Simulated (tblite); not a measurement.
Run record: tight-binding relaxation, `COC[C@H](S)C#C[CH2][GeH3]`.

Computed with GFN2-xTB geometry optimisation, gas phase (tblite 0.8.0). Start geometry: from a force field or distance geometry. The input is one job of a driver script: a line of settings, then coordinates in Å.

Command:
```bash
OMP_NUM_THREADS=1 python probes_run.py task.json out
```

Input:
```
{"job": {"kind": "relax", "xc": "GFN2-xTB", "basis": "xTB"}, "charge": 0, "multiplicity": 1}
C     -3.460400     0.767200    -0.194400
O     -2.948400    -0.208700     0.595000
C     -1.551300    -0.199800     0.709600
C     -0.971800    -0.370700    -0.669800
S     -1.519100    -1.976700    -1.359900
C      0.501900    -0.422400    -0.495800
C      1.704200    -0.474400    -0.357500
C      3.163100    -0.557400    -0.183100
Ge     3.665000     0.872500     0.999300
H     -3.197100     1.795700     0.192200
H     -4.581900     0.748800    -0.099700
H     -3.273400     0.676700    -1.271100
H     -1.295500     0.832400     1.098500
H     -1.198600    -0.970300     1.425600
H     -1.269900     0.467400    -1.299600
H     -2.210700    -2.669300    -0.362700
H      3.665200    -0.504700    -1.169900
H      3.428000    -1.530500     0.303400
H      4.110300     2.131100     0.233600
H      4.770600     0.336900     1.940700
H      2.460800     1.272800     1.906400
```

Output:
```
step      E/eV     max force
  0    -764.30966    2.829
  1    -764.62801    1.024
  2    -764.71988    2.736
  3    -764.77102    2.490
  4    -764.83829    0.471
  5    -764.88141    0.499
  6    -764.91001    0.621
  7    -764.92748    0.401
  8    -764.94391    0.298
  9    -764.95562    0.344
... (151 lines left out)
161    -765.04477    0.038
162    -765.04486    0.020
163    -765.04491    0.024
164    -765.04497    0.014
165    -765.04502    0.015
166    -765.04509    0.014
167    -765.04514    0.015
168    -765.04517    0.013
169    -765.04519    0.011
170    -765.04521    0.008
```

«max force» is the largest atomic force in eV/Å.

Task: From which step on does the largest force stay under 0.1 eV/Å, and how much energy is left to gain from there?

Result: From step 54 (0.089 eV/Å), 27.2 meV above the end.

Summary of the converged run: energy lowered by 17.0 kcal/mol over 170 steps; largest atomic force 0.008 eV/Å at the end.

Task: Give the final coordinates.

Result: 0.388 Å rms from the input after alignment:
```
atom  x, y, z in Å
C1    -3.7192    0.7824   -0.2198
O2    -3.0590   -0.1741    0.5738
C3    -1.6694   -0.0280    0.6411
C4    -0.9236   -0.3013   -0.6769
S5    -1.5468   -1.8532   -1.4682
C6     0.4983   -0.3848   -0.4485
C7     1.6735   -0.5596   -0.2732
C8     3.0895   -0.6920   -0.0423
Ge9    3.7948    0.8055    1.0504
H10   -3.4318    1.8008    0.0687
H11   -4.7830    0.6409   -0.0400
H12   -3.5173    0.6405   -1.2867
H13   -1.3957    0.9847    0.9827
H14   -1.3395   -0.7507    1.3943
H15   -1.1408    0.4726   -1.4186
H16   -1.3996   -2.6222   -0.3931
H17    3.6141   -0.7176   -1.0012
H18    3.2861   -1.6367    0.4720
H19    3.6020    2.1137    0.3573
H20    5.2586    0.6142    1.2986
H21    3.0998    0.8816    2.3702
```

On one thread of an Arm Neoverse V1 (shared host), this took 1.6 s of wall time.
Labels such as C1 count atoms from 1, the log's own numbers from 0.
